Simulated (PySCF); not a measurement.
MnCl2, SMILES [Cl][Mn][Cl] (connectivity only; charge and spin as stated), neutral, multiplicity 6.

Geometry optimised at r2SCAN-D4/def2-TZVP. The multiplicity is an assumed one; other spin states were not compared. The isomer is the one that the SMILES or the coordinates give; other isomers of the formula were not compared.

These are r2SCAN-D4/def2-TZVP (PySCF) values and carry that method's errors.

Frequencies are harmonic and unscaled.

Modes within 1.5 cm⁻¹ of each other (mostly degenerate sets) share a row, with their intensities summed.

| mode | ν (cm⁻¹) | IR (km/mol) | moving atoms (share of kinetic energy) |
|---|---|---|---|
| 1–2 | 74 | 38.7 | Mn 56 %, Cl 44 % |
| 3 | 340 | 0.0 | Cl 100 % |
| 4 | 489 | 150.3 | Mn 56 %, Cl 44 % |
